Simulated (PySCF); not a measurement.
# Stationary points of [TmO2]-

Computed with PBE0 in PySCF with Tm lcecp-1-TZVP with ECP58, O def2-TZVP; scalar-relativistic core potentials, no spin–orbit coupling; density-fitted integrals.

Relaxations began from a few typed shapes. The search is not exhaustive: other isomers or separated fragments can lie lower, and high-lying points may rest on an excited occupation.

Q: Order these stationary points by electronic energy, lowest first, in kJ/mol from the lowest minimum.
A. valence singlet (4f shell in the core) C2v: O–O 1.475 Å, Tm–O 2.018 Å (×2); O–O–Tm 68.6° (×2), O–Tm–O 42.9°
B. valence singlet (4f shell in the core) D∞h: Tm–O 1.991 Å (×2); O–Tm–O 180.0°
C. valence singlet (4f shell in the core) C2v: Tm–O 1.915 Å (×2); O–Tm–O 115.5°

A: C (0.0), B (75.5), A (113.4).

Q: Which of them are minima?

A: By energy in kJ/mol, 0.0: minimum; 75.5: saddle point, 2 imaginary modes; 113.4: minimum.

For the lowest minimum: the highest occupied level lies above zero, a sign of self-interaction error or too small a basis; response properties are unreliable. The lowest empty level of this anion is unbound, so it and the gap depend on the basis. The 4f shell sits in the core potential, so its spin is not counted. The basis has no diffuse functions, which an anion would want.
